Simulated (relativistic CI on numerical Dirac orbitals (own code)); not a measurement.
One change at a time: Yb65+

Base calculation: Dirac-Coulomb-Breit CI, separate exchange-only KLI orbitals for each configuration, model QED (radiative potential, 1s self-energy scaled to tabulated hydrogen-like ionisation energies), unscaled Slater integrals.

Configuration list (outside the closed core 1s2): 2s²2p, 2s2p², 2p³, 2p²3s, 2p²3p, 2p²3d, 2s²3s, 2s²3p, 2s²3d, 2s2p3s, 2s2p3p, 2s2p3d, 2s²4s, 2s²4p, 2s²4d, 2s²4f. Levels of other configurations are missing.

Variants: (1) P86 correlation estimate; (2) QED terms removed; (3) only the first 3 configurations. Shifts of the energy above 2s²2p ²P°1/2, in eV, for the lowest level and the first level of each name with at least 55 % of one term (blank where a level changes its place among those of its configuration and J or its character, or is not in the variant):

```csv
Level,Base,Δ(1),Δ(2),Δ(3)
2s²2p ²P°1/2,0.00,0.00,0.00,0.00
2s²2p ²P°3/2,1136.88,0.00,-0.96,-0.05
2s2p² ⁴P3/2,1309.89,-0.01,+14.08,-0.35
2s2p² ²D5/2,1349.68,-0.01,+14.09,-0.09
2s2p² ²P1/2,1417.59,-0.01,+14.13,+0.22
2s2p² ²D3/2,1419.73,-0.01,+14.12,+0.28
2s2p² ⁴P5/2,2464.97,-0.01,+12.81,-0.23
2s2p² ²S1/2,2567.66,-0.01,+12.84,-0.21
2s2p² ²P3/2,2568.55,-0.01,+12.85,+0.28
2p³ ⁴S°3/2,2767.82,-0.12,+28.25,-0.22
2p³ ²D°5/2,2790.78,-0.12,+28.26,+0.06
2p³ ²P°1/2,2844.73,-0.12,+28.24,0.00
2s²3s ²S1/2,9337.26,+1.29,-3.20,
2s²3p ²P°1/2,9419.71,+1.36,+1.51,
```

At this charge energies of transitions that change n are usually good to better than 1 %, and those within a shell (Δn = 0) to a few per cent.

Ionisation energy from the two ground configurations alone: base 16570.4 eV. The NIST ASD value (theoretical) is 16570 eV.

LS names give the leading component of a level, which can be under half, so a name can repeat, a term be missing and a line seem to break the LS rules.
